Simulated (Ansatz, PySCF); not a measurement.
Gas-phase reaction in SMILES: ClC[CH]CCl → Cl[CH]CCCl
Structures are relaxed separately at B3LYP-D3(BJ)/def2-TZVP in Ansatz (an electronic-structure program), one conformer each, not searched for the lowest. Frequencies are from Ansatz or PySCF.

Quantity: isomerisation energy (enthalpy at 298 K, with B3LYP-D3(BJ) rigid-rotor harmonic-oscillator terms), in eV. Valence correlation only, unless marked. UHF or UKS for open shells. No spin-orbit coupling. Non-relativistic. Basis-set limits of correlation are two-point, X^-3; Hartree-Fock from the larger set. The bracket is a focal-point correction in the basis named.

```
level                                                                 program  isomerisation energy (eV)
-------------------------------------------------------------  --------------  -------------------------
HF-D3(BJ)/def2-TZVPD                                            PySCF + dftd3                      -0.06
BLYP-D4/def2-TZVPD                                             Ansatz + dftd4                        [?]
B2PLYP-D3(BJ)/def2-TZVPD                                       Ansatz + dftd3                      -0.01
B2PLYP/def2-TZVPD                                                      Ansatz                      -0.01
CCSD/6-31G*                                                            Ansatz                      -0.06
RI-MP2/CBS(cc-pV(T+d)Z,cc-pV(Q+d)Z)+[CCSD(T)-MP2]/cc-pV(T+d)Z          Ansatz                        [?]
```

Q: Fill in the missing entries.

A: 
- BLYP-D4/def2-TZVPD, isomerisation energy (eV): 0.08
- RI-MP2/CBS(cc-pV(T+d)Z,cc-pV(Q+d)Z)+[CCSD(T)-MP2]/cc-pV(T+d)Z, isomerisation energy (eV): -0.05
